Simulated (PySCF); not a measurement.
Ta(NH)(OH)(NH2)2 (H₆N₃OTa), SMILES [NH]=[Ta]([NH2])([NH2])[OH], multiplicity 1. Heavy atoms are numbered as in [Ta:1](=[NH:2])([OH:4])([NH2:6])[NH2:9]. Hydrogens are named by the atom that carries them.

Geometry optimised at PBE0-D3(BJ)/def2-SVP. The multiplicity is an assumed one; no other spin state was optimised. The structure was generated by enumeration; whether it is a known compound was not checked. The def2 effective core potentials stand for the cores of Ta; spin–orbit coupling is left out. One conformer was computed; it need not be the lowest.

Calculation: PBE/def2-TZVP run with PySCF.

ESP charges are fitted to the potential on shells at 1.4 to 2.0 van der Waals radii. Atomic charges (e), one atom of each kind:

| atom | Mulliken | ESP fit | Löwdin |
|---|---|---|---|
| Ta1 | 1.17 | 1.82 | ? |
| N2 (NH) | -0.60 | -1.09 | -0.37 |
| H on N2 | 0.21 | 0.45 | ? |
| O4 (OH) | -0.63 | -0.79 | -0.30 |
| H on O4 | 0.32 | 0.41 | 0.16 |
| N6 (NH2) | -0.70 | -1.26 | -0.39 |
| H on N6 | 0.24 | 0.43 | ? |

Task: What belongs in the gaps? (The exact figures need the calculation; the answer reports its results.)

Result: 
- Ta1, Löwdin: 0.56
- H on N2, Löwdin: 0.13
- H on N6, Löwdin: 0.15
